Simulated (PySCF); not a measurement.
From one molecule to another.

First species: C5H7F.
SMILES: `F[C@H]1C=CCC1`

Second species: C₅H₁₁BOS₂.
Structure used (PBE0-D3(BJ)/def2-SVP), in Å, numbered top down from 1:
```
atom  x, y, z in Å
C1    -2.0485    0.9793    0.3221
C2    -1.3472   -0.3673    0.3025
C3    -2.2180   -1.4732   -0.2580
O4    -0.1755   -0.3189   -0.5081
C5     1.0170   -0.0385    0.1045
C6     2.1428   -0.5549   -0.7689
S7     3.7464    0.1162   -0.2315
B8     3.0886    1.6789    0.3448
S9     1.3127    1.7984    0.4068
H10   -2.3340    1.2718   -0.6998
H11   -2.9595    0.9269    0.9371
H12   -1.4030    1.7662    0.7369
H13   -1.0402   -0.6335    1.3334
H14   -1.6899   -2.4371   -0.2271
H15   -3.1516   -1.5646    0.3157
H16   -2.4734   -1.2555   -1.3062
H17    1.0674   -0.4911    1.1140
H18    1.9503   -0.2503   -1.8093
H19    2.1778   -1.6530   -0.7265
H20    3.8109    2.5814    0.6722
```

Levels: PBE0/def2-SVPD for HOMO energy, LUMO energy, HOMO–LUMO gap and static isotropic polarisability; TDDFT PBE0/def2-SVPD for lowest singlet excitation; TDA PBE0/def2-SVPD for lowest triplet excitation (Tamm–Dancoff); ΔSCF PBE0/def2-SVPD for vertical ionisation energy. Geometries: PBE0-D3(BJ)/def2-SVP. All species are isolated and taken at one optimised geometry, non-relativistic unless stated; the electronic structure was computed with PySCF and density fitting.

The conformers computed, where there is a choice (atom-mapped SMILES and torsion angles):
- `[CH3:1][CH:2]([CH3:3])[O:4][C@H:5]1[CH2:6][S:7][BH:8][S:9]1`: C1–C2–O4–C5 93°, C2–O4–C5–C6 158°

The conformers of `F[C@H]1C=CCC1` aren't listed.

| property | column X | column Y |
| --- | --- | --- |
| HOMO energy | -7.61 eV | -6.94 eV |
| LUMO energy | -0.14 eV | -0.81 eV |
| HOMO–LUMO gap | 7.47 eV | 6.13 eV |
| lowest singlet excitation | 6.95 eV | 5.14 eV |
| lowest triplet excitation (Tamm–Dancoff) | 4.22 eV | 4.17 eV |
| static isotropic polarisability | 57.5 au | 118.9 au |
| vertical ionisation energy | 9.75 eV | 8.77 eV |

(1) Which column belongs to which species?

(2) How does each property change from the first species to the second?

Results:

(1) Column X is the first species and column Y the second. The first has 13 atoms and 46 electrons, the second 20 and 86.

(2) HOMO energy +0.67 eV; LUMO energy -0.67 eV; HOMO–LUMO gap -1.34 eV; lowest singlet excitation -1.81 eV; lowest triplet excitation (Tamm–Dancoff) -0.05 eV; static isotropic polarisability +61.4 au; vertical ionisation energy -0.98 eV.

On the first: The vertical singlet–triplet gap S1 − T1 is 2.73 eV (TDDFT singlet less Tamm–Dancoff triplet; S1: HOMO→LUMO, weight 0.86; T1: HOMO→LUMO, weight 0.94). In wavenumbers S1 is 56100 cm⁻¹ (1 eV = 8065.54 cm⁻¹).

On the second: No computed singlet falls in the visible range (750 to 380 nm, 1.65 to 3.26 eV); S1 lies 1.88 eV above its blue end. In wavenumbers S1 is 41500 cm⁻¹ (1 eV = 8065.54 cm⁻¹).
